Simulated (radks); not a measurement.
The numbers below are computed, except where a source is named.
Question: Code: a radial shooting solver on a logarithmic mesh with Libxc functionals. Model: non-relativistic Kohn-Sham, LDA (Slater exchange, Perdew-Wang correlation), spin-polarised, spherical densities, point nucleus; open shells are filled with parallel spins first (spin-orbit coupling, left out, can overturn this in heavy ions). Response by self-consistent Sternheimer equations with the Hartree and adiabatic LDA kernel. For heavy and open-shell atoms this level of theory can miss by tens of per cent. Rank Pd, Co+, Rh+, Sn+, Ca+, Ge3+, Co2+ (NIST ground configurations) by static dipole polarisability, largest first.

Answer: Ca+ 69.11, Pd 28.39, Sn+ 27.98, Rh+ 13.42, Co+ 10.23, Ge3+ 6.016, Co2+ 3.686 bohr^3.
